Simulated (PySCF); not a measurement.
Compound: C₄H₇Cl₂PSi.
Atom-mapped SMILES: `[PH2:1][Si@H:2]([Cl:3])[C:4]1=[C:5]([Cl:6])[CH2:7][CH2:8]1`

Probes without a nucleus sit at each ring's centroid and 1 Å off its mean plane on both sides; NICS is minus the shielding there, NICSzz its component along the normal. Level: GIAO PBE0/pcSseg-1 (PySCF, non-relativistic, gas phase) on the GFN2-xTB geometry, one conformer.

Ring bond lengths (Å), with Mayer bond orders in brackets: C4–C5 1.340 (1.66), C5–C7 1.498 (1.03), C7–C8 1.549 (1.05), C8–C4 1.519 (1.03).

Q: What do the NICS probes read (ppm)?

A: 
```
       ring                                                    type  NICS(0)  NICS(1), two faces  NICS(1)zz, two faces  rms pucker (Å)  centre to ring atoms, mean (Å)
C4–C5–C7–C8  4-membered carbocycle; formal bonds 1 double, 3 single     -1.6         -2.7 / -2.7            -0.2 / 0.2            0.00                            1.04
```

Q: What do they say, and how far can they be read as aromaticity?

A: 
- C4–C5–C7–C8: mean NICS(1)zz 0.0 ppm, near zero. C7, C8 have four or more neighbours, and the NICS criterion for π rings isn't applied.

Q: At the second NICS(1) probe listed for ring C4–C5–C7–C8, 1 Å off the ring, what do the in-plane components average?

A: The isotropic value is a third of the trace: (3 × -2.7 − (0.2))/2 = -4.2 ppm.

Q: How shielded are the nuclei of the rings and their hydrogens (means over atoms taken as equivalent)?

A: 
```
  atoms                      environment  σ isotropic (ppm)
     C4  fully substituted alkene carbon               36.6
     C5              vinylic C–Cl carbon               26.7
     C7                   allylic carbon              144.7
     C8                   allylic carbon              158.2
H on C7               methylene hydrogen              28.77
H on C7               methylene hydrogen              28.74
H on C8               methylene hydrogen              29.06
H on C8               methylene hydrogen              29.26
```

The values belong to the conformer `[PH2:1][Si@H:2]([Cl:3])[C:4]1=[C:5]([Cl:6])[CH2:7][CH2:8]1`: P1–Si2–C4–C5 -4°, H–P1–Si2–Cl3 48°, H–P1–Si2–Cl3 -45°.
